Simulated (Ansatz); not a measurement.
Diatomic MnCl, multiplicity 7 (the spin of the measured ground state). No spin–orbit coupling. Mn is treated without relativity.

D_e counts from the fitted minimum to each atom's lowest state at the same level, without counterpoise.

Correlated levels freeze the inner cores; with def2 sets outer-core shells near the valence are correlated too.

Programs: Ansatz (Gaussian orbitals). 

PBE/def2-TZVPP gives 387.0 kJ/mol for the bond energy D_e.

### Question
Where do these levels fall relative to PBE: r2SCAN/def2-TZVPP, B3LYP/def2-TZVPP, wB97M-V/def2-TZVPP, CCSD(T)/def2-QZVPP.

### Answer
r2SCAN/def2-TZVPP 19.1; B3LYP/def2-TZVPP -56.1; wB97M-V/def2-TZVPP -53.4; CCSD(T)/def2-QZVPP -40.7 kJ/mol. 1 of 4 lie above PBE; the widest gap is to B3LYP/def2-TZVPP.

Ansatz is a quantum-chemistry and plane-wave program.
